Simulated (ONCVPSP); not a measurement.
**Reading a pseudo-wave (hydrogen (H))**

Columns: radius, all-electron u(r) and pseudo u(r) of the 1s shell (level -6.49 eV) of hydrogen in the configuration 1s1; PBE, non-relativistic, ONCV scheme, ONCVPSP 4.0.1.

```csv
r (bohr),all-electron,pseudo
0.047,0.0860,0.0742
0.095,0.1656,0.1484
0.142,0.2360,0.2180
0.190,0.3007,0.2852
0.237,0.3575,0.3462
0.285,0.4094,0.4033
0.332,0.4546,0.4535
0.380,0.4956,0.4987
0.427,0.5310,0.5368
0.475,0.5627,0.5695
0.522,0.5898,0.5961
0.570,0.6137,0.6186
0.617,0.6337,0.6370
0.665,0.6510,0.6528
0.712,0.6652,0.6659
0.760,0.6769,0.6772
0.807,0.6861,0.6862
0.855,0.6933,0.6933
0.902,0.6984,0.6984
0.950,0.7018,0.7018
0.997,0.7034,0.7034
1.045,0.7036,0.7036
1.092,0.7024,0.7024
1.140,0.7000,0.7000
1.187,0.6965,0.6965
1.235,0.6920,0.6920
```

Task: How many radial nodes do the two functions have?

Result: The all-electron 1s function has n − l − 1 = 0; the pseudo-wave has 0.

Task: At about which radius was the pseudo-wave matched?

Result: 0.95 bohr. The columns agree to 0.0005 from 0.76 bohr on; several derivatives are matched, so the curves merge somewhat inside the radius.

Task: Where does each function peak?

Result: Outermost all-electron maximum near 1.04 bohr, pseudo maximum near 1.04 bohr (to the table’s step).

Task: Is the pseudo-wave norm-conserving?

Result: Yes: the ONCV scheme keeps the norm inside the radius equal to the all-electron one, which fixes the energy derivative of the logarithmic derivative at the level.
